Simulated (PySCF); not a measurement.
ReO₃Br, SMILES [O]=[Re](=[O])(=[O])[Br], multiplicity 1.

Coordinates come from a B3LYP-D3(BJ)/def2-SVP optimisation. The spin state was assumed, not searched. The def2 effective core potentials stand for the cores of Re; spin–orbit coupling is left out.

Computed with r2SCAN/def2-TZVP in PySCF.

The molecule is in vacuum.

Task: Estimate the frontier levels, gap, dipole moment and polarisability. (An estimate is asked for; the answer gives what the named calculation found.)

Result: 
highest occupied level: -8.80 eV
lowest empty level: -4.21 eV
orbital gap: 4.59 eV
dipole moment: 2.01 D
quadrupole, principal values (traceless, Buckingham form, about the centre of nuclear charge): -2.04, -2.04, 4.07 D·Å
mean static polarisability: 63.8 bohr³ (9.46 Å³)
polarisability, principal values: 56.4, 56.4, 78.6 bohr³
